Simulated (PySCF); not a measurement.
## Computed data sheet: `[C@@H]1(CCC)CC[Se]1`

Compound: C6H12Se.
SMILES with atom numbers: `[CH3:1][CH2:2][CH2:3][C@@H:4]1[CH2:5][CH2:6][Se:7]1` (hydrogens: H8, H9, H10 on C1; H11, H12 on C2; H13, H14 on C3; H15 on C4; H16, H17 on C5; H18, H19 on C6)

Structural features include: selenium bound to carbon.

**PBE0-D3(BJ)/def2-SVP geometry optimisation, gas phase (PySCF)**

* Point group: C1
* Rotational constants A, B, C: 3.143, 1.005, 0.837 GHz

B3LYP/def2-SVPD ground state and vertical TDDFT (core frozen in the response) (PySCF):

- Dipole moment: 1.79 D
- HOMO energy: -5.81 eV
- LUMO energy: -0.71 eV
- HOMO–LUMO gap: 5.10 eV
- Lowest singlet excitation: 3.85 eV (322 nm, f = 0.001)
- Strongest line among the 6 lowest singlet transitions: S6 at 6.05 eV (205 nm, f = 0.061)
- Static isotropic polarisability: 100.7 au
- Electronic spatial extent ⟨r²⟩ about the centre of nuclear charge: 1426 bohr²

Monoisotopic mass (most abundant isotopes): 164.0104 u.

With B = h/(8π²I), that is 505.379 GHz u Å² over I, the principal moments of inertia are 160.8, 502.9 and 603.7 u Å² (most abundant isotopes); the inertial defect Ic − Ia − Ib is -60.0 u Å² (zero for a rigid planar frame, negative otherwise). In wavenumbers S1 is 31100 cm⁻¹ (1 eV = 8065.54 cm⁻¹). The rotational constants make it an asymmetric top with κ = (2B − A − C)/(A − C) = -0.85, nearer the prolate limit (−1). No computed singlet falls in the visible range (750 to 380 nm, 1.65 to 3.26 eV); S1 lies 0.59 eV above its blue end. The largest Löwdin shares of the HOMO are 0.73 on Se7, 0.09 on C6 and 0.07 on C4. S1 lies 1.25 eV below the HOMO–LUMO gap; its leading configuration is HOMO→LUMO, weight 0.99.

The calculation is non-relativistic and has no spin–orbit coupling, an omission that weighs most on selenium.

For the TDDFT job (B3LYP/def2-SVPD), rough CPU time on one thread of a shared machine: about 90 s.

Conformer computed: `[CH3:1][CH2:2][CH2:3][C@@H:4]1[CH2:5][CH2:6][Se:7]1`: C1–C2–C3–C4 180°, C2–C3–C4–C5 171°.

One conformer stands for the species.
